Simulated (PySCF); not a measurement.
Q: Give a PBE0-D3(BJ)/def2-SVP geometry of `C[NH][GeH2][Cl]`.

A: 
Z-matrix in Å and degrees, rows numbered from 1:
```
C 
N   1  1.4463
Ge  2  1.8105  1  121.85
Cl  3  2.1855  2  112.17  1   -67.32
H   1  1.1021  2  110.46  3  -161.75
H   1  1.1019  2  109.87  3   -44.26
H   1  1.1067  2  114.34  3    76.37
H   2  1.0159  1  112.84  3  -141.61
H   3  1.5325  2  108.41  1    49.26
H   3  1.5320  2  108.51  1   175.31
```

N2 (nitrogen bonded to C, Ge and H) has angles 121.9°, 114.1° and 112.8°, sum 348.8°, 0.26 Å off the plane of its three neighbours. Ge3 (germanium bonded to Cl, N and 2 H) is distorted tetrahedral (angles from 105.9° to 115.4°).

Method used: PBE0-D3(BJ)/def2-SVP geometry optimisation, gas phase (PySCF 2.14.0).

Point group: C1 (no symmetry element, even within 0.4 Å). Whether it is a minimum is left open (no frequencies). The numbers are those of one conformer (C1–N2–Ge3–Cl4 -67°).
